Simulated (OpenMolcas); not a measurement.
F2+: effect of the basis set

```yaml
Program: OpenMolcas 26.06
Method: "SS-CASPT2, IPEA 0.25 Eh, imaginary shift 0.1 Eh (closed shells correlated: 1s)"
Active_space: 5 electrons in 4 orbitals (2s 2p)
State_averaging: 2S+1 = 4 odd, 1 root; 2S+1 = 2 odd, 8 roots; 2S+1 = 4 even, 3 roots; 2S+1 = 2 even, 9 roots
Spin-orbit_coupling: state interaction with AMFI integrals over the reference wave functions, term energies averaged over their components
```

A. ANO-R1 [3s2p1d], X2C, finite nucleus; CASPT2 step about 1.7 core-seconds
B. ANO-RCC-VTZP [4s3p2d1f], DKH2, point nucleus; CASPT2 step about 1.2 core-seconds
C. ANO-L-VTZP [4s3p2d1f], non-relativistic, point nucleus; CASPT2 step roughly 1.5 core-seconds
D. ANO-R3 [4s4p2d1f], X2C, finite nucleus; CASPT2 step of the order of 1.4 core-seconds
E. ANO-R2 [4s4p2d1f], X2C, finite nucleus; CASPT2 step roughly 1.8 core-seconds
F. ANO-RCC-VQZP [5s4p3d2f1g], DKH2, point nucleus; CASPT2 step of the order of 2.5 core-seconds

Energies in eV above 2s² 2p³ ⁴S°_3/2, the measured ground level; measured values from Moore, Atomic Energy Levels, vol. I, NSRDS-NBS 35 (1971 reprint of NBS Circular 467, 1949).

| Level | A | B | C | D | E | F | Measured |
| --- | --- | --- | --- | --- | --- | --- | --- |
| 2s² 2p³ ⁴S°_3/2 | 0.0000 | 0.0000 | 0.0000 | 0.0000 | 0.0000 | 0.0000 | 0.0000 |
| 2s² 2p³ ²D°_3/2 | 4.505 | 4.334 | 4.335 | 4.336 | 4.335 | 4.300 |  |
| 2s² 2p³ ²D°_5/2 | 4.506 | 4.335 | 4.336 | 4.337 | 4.337 | 4.302 |  |
| 2s² 2p³ ²P°_3/2 | 6.710 | 6.476 | 6.482 | 6.478 | 6.478 | 6.440 |  |
| 2s² 2p³ ²P°_1/2 | 6.710 | 6.476 | 6.483 | 6.479 | 6.479 | 6.441 |  |
| 2s 2p⁴ ⁴P_5/2 | 18.834 | 18.943 | 18.834 | 18.892 | 18.892 | 18.877 | 18.8329 |
| 2s 2p⁴ ⁴P_3/2 | 18.873 | 18.982 | 18.872 | 18.929 | 18.929 | 18.915 | 18.8748 |
| 2s 2p⁴ ⁴P_1/2 | 18.896 | 19.004 | 18.895 | 18.952 | 18.952 | 18.937 | 18.8964 |
| 2s 2p⁴ ²D_3/2 | 26.445 | 26.385 | 26.269 | 26.319 | 26.329 | 26.276 | 26.0684 |
| 2s 2p⁴ ²D_5/2 | 26.445 | 26.385 | 26.269 | 26.320 | 26.330 | 26.276 | 26.0664 |
| 2s 2p⁴ ²S_1/2 | 31.389 | 31.212 | 31.117 | 31.146 | 31.146 | 31.076 | 30.7803 |
| 2s 2p⁴ ²P_3/2 | 33.806 | 33.823 | 33.705 | 33.730 | 33.730 | 33.692 | 33.0491 |
| 2s 2p⁴ ²P_1/2 | 33.852 | 33.869 | 33.750 | 33.776 | 33.776 | 33.737 | 33.0967 |

Deviations, from unrounded energies. A percentage is the sum of absolute deviations over the sum of measured energies, with the sign that they share, or ± where signs differ.

```csv
Against measurement,Levels,A,B,C,D,E,F
mean absolute deviation (cm-1),8,2900,3000,2100,2400,2400,2100
other configurations (%),8,±1.4,+1.4,±1.0,+1.2,+1.2,+1.0
```

C, F lie about equally close to measurement and B furthest from it. The largest miss of C in the table is 2s 2p⁴ ²P_3/2, by +5300 cm-1. The ranking rests on the paired levels alone, and a cruder setting can come out closer through cancelling errors.

The two smallest mean deviations differ by little beside CASPT2's spread within terms, so their order carries little weight.

Among A to F the level of the table that moves most is 2s 2p⁴ ²S_1/2, by 2500 cm-1 (lowest in F, highest in A). Moves below CASPT2's spread within the term are not significant.

Term energies are means over components that CASPT2 splits; among the terms shown or strongly mixed into the levels shown the widest spread is 370 cm-1 (2s 2p⁴ ²D, C). Measured partners are found by configuration, term and J. A level has none where our copy of the source lacks it or the pairing is in doubt (some pairs that miss far off the trend of their configuration count as doubtful), and it then counts in no deviation. Only configurations of the active space appear.

° marks odd parity.
